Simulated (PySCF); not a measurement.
Computed IR spectrum (relative IR intensity) of a molecule C5H5Cl. Coordinates come from a ωB97X-D3(BJ)/def2-SVP optimisation. The values are those of a single conformer. All values below come from ωB97X-D3(BJ)/def2-SVP run with PySCF. Frequencies are harmonic and unscaled.

Lines under 2 % of the strongest are left out, and lines within 2 cm⁻¹ are merged.

ν (cm⁻¹): 296 (vw), 367 (m), 480 (m), 701 (vs), 821 (m), 883 (m), 902 (w), 920 (s), 973 (m), 1013 (vw), 1116 (w), 1126 (m), 1246 (vw), 1343 (s), 1387 (s), 1408 (w), 1630 (vs), 1707 (s), 3084 (vw), 3136 (vw), 3237 (w), 3259 (w), 3266 (vw) (against the strongest line: vs over 80 %, s over 45 %, m over 15 %, w over 4 %, vw less)

Task: Which molecule gave these data?
A. ClC1=CCC=C1
B. ClC1=CC=CC1
C. C#C[C@H]1C[C@H]1Cl
D. C=C=C/C=C/Cl

Result: B, ClC1=CC=CC1
